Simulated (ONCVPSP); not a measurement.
## boron (B): ONCV pseudisation with PBE, scalar-relativistic reference atom.

ONCVPSP 4.0.1 was run on this input:

```
# ATOM AND REFERENCE CONFIGURATION
# atsym  z   nc   nv     iexc    psfile
  B 5.00    1    1        4      upf
#
#   n    l    f
    1    0    2.00
    2    0    2.00
#
# PSEUDOPOTENTIAL AND OPTIMIZATION
# lmax
    1
#
#   l,   rc,      ep,       ncon, nbas, qcut
    0    1.10    0.00    4    8    5.70
    1    1.10    0.08    3    5    7.60
#
# LOCAL POTENTIAL
# lloc, lpopt,  rc(5),   dvloc0
    4    5    1.05    1.00
#
# VANDERBILT-KLEINMAN-BYLANDER PROJECTORs
# l, nproj, debl
    0    2    3.80
    1    1    1.90
#
# MODEL CORE CHARGE
# icmod, fcfact, rcfact
    3    1.75    1.50
#
# LOG DERIVATIVE ANALYSIS
# epsh1, epsh2, depsh
   -2.00    5.00    0.02
#
# OUTPUT GRID
# rlmax, drl
    6.00    0.01
#
# TEST CONFIGURATIONS
# ncnf
    4
# nvcnf
#   n    l    f
    2
    2    0    2.00
    2    1    1.00
#
    1
    2    0    1.00
#
    2
    2    0    2.00
    2    1    0.50
#
    2
    2    0    0.00
    2    1    3.00
#
```

Command:

```bash
oncvpsp.x < B.dat > B.out
```

The program printed (shortened: citation, most of the input echo, consistency checks and plot data are left out):

```
ONCVPSP  (Optimized Norm-Conservinng Vanderbilt PSeudopotential)
scalar-relativistic version 4.0.1

#   n    l    f        energy (Ha)
    1    0    2.00    -7.1156288E+00
    2    0    2.00    -7.1701471E-01

Reference configufation results
  iterations    24
  all-electron total energy (Ha)   -2.43011379D+01

Begin loop to  construct optimized pseudo wave functions
and semi-local pseudopoentials for all angular momenta

   Wellstate for l =  0  n =  4
     eigenvalue =   3.0830
     asymptotic potential =   3.5830
     half-point radius =  2.5834

Calculating optimized projector #   1

 for l=   0

    Fraction of norm inside rc  0.167037
    Optimizing pswf for qcut=   5.69 a_B^-1,  ecut=  16.21 Ha
    Residual kinetic energy error=  1.56D-04 Ha

    Energy error per electron        Cutoff
         Ha          eV             Ha
         0.01000     0.27211        7.77
         0.00100     0.02721       12.43
         0.00010     0.00272       23.55
         0.00001     0.00027      133.24

Calculating optimized projector #   2

 for l=   0

    Fraction of norm inside rc  0.073815
    Optimizing pswf for qcut=   5.69 a_B^-1,  ecut=  16.21 Ha
    Residual kinetic energy error=  7.32D-03 Ha

    Energy error per electron        Cutoff
         Ha          eV             Ha
         0.01000     0.27211       13.25
         0.00100     0.02721      157.03
         0.00010     0.00272      196.09
         0.00001     0.00027      254.92

WARNING wellstate: moderately localized bound state found for n= 2 l=  1
WARNING scattering state with energy  0.05000000
WARNING will be used for the first projector

   Wellstate for l =  1  n =  3
     eigenvalue =   0.0500
     asymptotic potential =   0.5500
     half-point radius =  6.0002

Calculating optimized projector #   1

 for l=   1

    Fraction of norm inside rc  0.082046
    Optimizing pswf for qcut=   7.59 a_B^-1,  ecut=  28.82 Ha
    Residual kinetic energy error=  1.56D-04 Ha

    Energy error per electron        Cutoff
         Ha          eV             Ha
         0.01000     0.27211       12.61
         0.00100     0.02721       21.96
         0.00010     0.00272       31.39
         0.00001     0.00027       62.48

Construct Vanderbilt / Kleinmman-Bylander projectors

B matrix Hermiticity error, ll=   0
   1   2   -1.2393E-04

  Orthonormal projector coefficients  1.7644E+01  2.2599E+00

Model core correction analysis
  based on d2Exc/dn_idn_j

d2excae - all-electron derivatives

   -6.594106D-02

d2excps - pseudofunction derivatives with no core correction

   -6.815016D-02

rms 2nd derivative error    2.209102E-03

rmatch, rhocmatch    0.7616    0.7671

Teter function model core charge with specified parameters

d2excps - pseudofunction derivatives with core correction

   -6.617473D-02

rms 2nd derivative error    2.336688E-04

Pseudoatom total energy   -2.298599

Diagnostic tests using Vanderbilt-Kleinman-Bylander pseudopotentials
  1 or more projectors used as specified by nproj input data

   l    rcore       rmatch      e in        delta e   norm test  slope test

   0   1.1035545   1.1370608  -0.7170147  -0.0000001   1.0000230   1.0000154
   0   1.1035545   1.1370608   3.0829853   0.0000237   1.0002007   1.0002007

   1   1.1035545   1.1370608   0.0500000  -0.0000815   0.9999988   0.9999988

 Testing for bound ghosts
   n   l    E NL Schr. Eq   E Basis Diag.   E Cutoff

   1   0       -0.717015       -0.645569    213.23

   2   1       -0.490885       -0.406786     44.80

 Testing for highly-localized positive-energy ghosts
       l    <radius>/rc     E Basis Diag.   E Cutoff

Test configuration 0

   n   l     f        eae           eps        diff
   1   0  2.0000   -7.11562878
   2   0  2.0000   -0.71701471   -0.71701480   -8.51D-08

    Total energies and differences
      AE_ref= -2.43011379D+01  AE_tst= -2.43011379D+01  dif=  0.00D+00
      PS_ref= -2.29859869D+00  PS_tst= -2.29859869D+00  dif= -1.78D-15
      PSP excitation error=  1.78D-15

Test configuration 1

   n   l     f        eae           eps        diff
   1   0  2.0000   -6.63656389
   2   0  2.0000   -0.34702672   -0.34698596    4.08D-05
   2   1  1.0000   -0.13254806   -0.13275957   -2.12D-04

    Total energies and differences
      AE_ref= -2.43011379D+01  AE_tst= -2.46031956D+01  dif= -3.02D-01
      PS_ref= -2.29859869D+00  PS_tst= -2.60087674D+00  dif= -3.02D-01
      PSP excitation error=  2.20D-04

Test configuration 2

   n   l     f        eae           eps        diff
   1   0  2.0000   -7.76055369
   2   0  1.0000   -1.15669543   -1.15454631    2.15D-03

    Total energies and differences
      AE_ref= -2.43011379D+01  AE_tst= -2.33668887D+01  dif=  9.34D-01
      PS_ref= -2.29859869D+00  PS_tst= -1.36502401D+00  dif=  9.34D-01
      PSP excitation error=  6.75D-04

Test configuration 3

   n   l     f        eae           eps        diff
   1   0  2.0000   -6.85128711
   2   0  2.0000   -0.51925661   -0.51941021   -1.54D-04
   2   1  0.5000   -0.29720320   -0.29752464   -3.21D-04

    Total energies and differences
      AE_ref= -2.43011379D+01  AE_tst= -2.44970902D+01  dif= -1.96D-01
      PS_ref= -2.29859869D+00  PS_tst= -2.49462490D+00  dif= -1.96D-01
      PSP excitation error=  7.39D-05

Test configuration 4

   n   l     f        eae           eps        diff
   1   0  2.0000   -6.71632135
   2   1  3.0000   -0.16322965   -0.16321076    1.89D-05

    Total energies and differences
      AE_ref= -2.43011379D+01  AE_tst= -2.41724628D+01  dif=  1.29D-01
      PS_ref= -2.29859869D+00  PS_tst= -2.17164850D+00  dif=  1.27D-01
      PSP excitation error=  1.72D-03
```

The run took about 1.7 s on one core of a shared server CPU.
